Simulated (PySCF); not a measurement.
Ligands exchanged one at a time, Ga CH3-NH2. Gas-phase values, no solvent. One relaxed conformer stands for each flexible species; it need not be the lowest. Strings in code marks are SMILES.

The S1–T1 gap (TDA) from two functionals at the same geometries (B3LYP-D3(BJ)/def2-TZVP), both in PySCF: PBE-D3(BJ)/def2-TZVP and B3LYP-D3(BJ)/def2-TZVP. B3LYP has the VWN-RPA correlation part, as in Gaussian. Excitations are Tamm–Dancoff values on a coarser integration grid. The basis has no diffuse functions, so Rydberg states are missing or too high.

```json
[
 {"species": "0 of 3 CH3 replaced by NH2", "PBE-D3(BJ)/def2-TZVP (eV)": "0.29", "B3LYP-D3(BJ)/def2-TZVP (eV)": "0.29"},
 {"species": "1 of 3 CH3 replaced by NH2 (`[CH3][Ga]([CH3])[NH2]`)", "PBE-D3(BJ)/def2-TZVP (eV)": "0.94", "B3LYP-D3(BJ)/def2-TZVP (eV)": "1.07"},
 {"species": "2 of 3 CH3 replaced by NH2", "PBE-D3(BJ)/def2-TZVP (eV)": "0.27", "B3LYP-D3(BJ)/def2-TZVP (eV)": "0.36"},
 {"species": "3 of 3 CH3 replaced by NH2 (`[NH2][Ga]([NH2])[NH2]`)", "PBE-D3(BJ)/def2-TZVP (eV)": "0.32", "B3LYP-D3(BJ)/def2-TZVP (eV)": "0.42"}
]
```

Over these rows, drawn at random from the members with no instability flagged (it was tested for open shells, ions and some series alone), PBE minus B3LYP-D3(BJ): mean -0.08 eV, from -0.12 eV to 0.00 eV.
